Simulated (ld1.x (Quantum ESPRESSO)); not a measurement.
**holmium (Ho): ultrasoft pseudisation with PBEsol, scalar-relativistic reference atom.**

```json
{"Element": "Ho (Z = 67)", "Generator": "ld1.x (Quantum ESPRESSO) 7.5", "Type": "ultrasoft", "Functional": "PBEsol", "Relativity": "scalar-relativistic", "Frozen core": "[Kr] 4d10 4f10", "Valence charge": "11", "Reference configuration": "5s2 5p6 5d1 6s2 6p0", "Partial waves": "5s (bound): rcut 1.60, rcutus 1.95 bohr; 6s (bound): rcut 1.60, rcutus 1.95 bohr; 5p (bound): rcut 1.95, rcutus 2.20 bohr; 6p (bound, empty): rcut 1.95, rcutus 2.20 bohr; 5d (bound): rcut 1.90, rcutus 2.30 bohr; 5d channel at 4.5 Ry: rcut 1.90, rcutus 2.30 bohr", "Local potential": "all-electron potential smoothed inside 1.60 bohr (lloc = -1)", "Core correction": "a·sin(br)/r model core inside 1.65 bohr", "Augmentation charge": "built from norm-conserving waves at rcut, not smoothed further"}
```

All-electron outer shells of the reference configuration (PBEsol, scalar-relativistic, ld1.x):

| shell | level (eV) | outermost node (bohr) | outermost maximum (bohr) |
| --- | --- | --- | --- |
| 4d | -166.19 | 0.25 | 0.52 |
| 5s | -54.44 | 0.61 | 1.13 |
| 5p | -29.15 | 0.66 | 1.28 |
| 4f | -9.39 | – | 0.52 |
| 6s | -4.36 | 1.52 | 3.22 |
| 5d | -2.22 | 0.74 | 1.91 |
| 6p | -1.31 | 1.84 | 4.41 |

Calculated quality:

* Configuration tests: test run stopped at test 2 of 7 (negative rho)
* Lowest eigenvalue of the overlap operator: 0.02 (p channel)

A Bessel basis up to 400 Ry misses an occupied level by 0.98 Ry, so cutoffs and ghosts were not judged. The potential misses its own reference levels by up to 1.3 eV, so it is not fit for use.

Generation and tests took about 1.8 s on one core of a shared server CPU.
